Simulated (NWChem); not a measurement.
System meant: CdCl, doublet; SMILES [Cd][Cl]

The following NWChem deck was run.

```
start job
memory heap 200 mb stack 900 mb global 1100 mb
geometry units angstroms noautoz
  Cd     0.000000     0.000000    -0.603652
  Cl     0.000000     0.000000     1.764036
end
basis spherical
  Cd library def2-svp
  Cl library def2-svp
end
ecp
  Cd library def2-ecp
end
dft
  odft
  mult 2
  xc xpbe96 cpbe96
  iterations 4
  mulliken
end
task dft energy
```

End of the output:

```
     --------------------------
     Expectation value of S2:
     --------------------------
      <S2> =      0.7526 (Exact =     0.7500)

 center of mass
 --------------
 x =   0.00000000 y =   0.00000000 z =  -0.11922670

 moments of inertia (a.u.)
 ------------------
         535.612967067328           0.000000000000           0.000000000000
           0.000000000000         535.612967067328           0.000000000000
           0.000000000000           0.000000000000           0.000000000000

     Multipole analysis of the density
     ---------------------------------

     L   x y z        total         alpha         beta         nuclear
     -   - - -        -----         -----         ----         -------
     0   0 0 0     -0.000000    -19.000000    -18.000000     37.000000

     1   1 0 0      0.000000      0.000000     -0.000000      0.000000
     1   0 1 0     -0.000000      0.000000     -0.000000      0.000000
     1   0 0 1      0.161104    -16.046942    -16.557462     32.765508

     2   2 0 0    -25.268643    -13.802768    -11.465874      0.000000
     2   1 1 0      0.000000      0.000000      0.000000      0.000000
     2   1 0 1     -0.000000     -0.000000     -0.000000      0.000000
     2   0 2 0    -25.268643    -13.802768    -11.465874      0.000000
     2   0 1 1     -0.000000     -0.000000      0.000000      0.000000
     2   0 0 2    -25.600589   -125.145312   -113.431087    212.975809

 ------------------------------------------------------------------------
 dft energy failed                                                                                  0
 ------------------------------------------------------------------------
 ------------------------------------------------------------------------
  current input line :
    21: task dft energy
 ------------------------------------------------------------------------
 ------------------------------------------------------------------------
 This type of error is most commonly associated with calculations not reaching convergence criteria
 ------------------------------------------------------------------------
 For more information see the NWChem manual at https://nwchemgit.github.io

0:dft energy failed:Received an Error in Communication
```

Q: What is wrong, and how is it mended?

A: Convergence was not reached. Cause: the SCF was allowed too few iterations. This input runs:
```
start job
memory heap 200 mb stack 900 mb global 1100 mb
geometry units angstroms noautoz
  Cd     0.000000     0.000000    -0.603652
  Cl     0.000000     0.000000     1.764036
end
basis spherical
  * library def2-svp
end
ecp
  Cd library def2-ecp
end
dft
  odft
  mult 2
  xc xpbe96 cpbe96
  iterations 150
  mulliken
end
task dft energy
```
It converges to -627.61389 Ha (PBE/def2-SVP with def2 effective core potentials on Cd, spin-unrestricted).
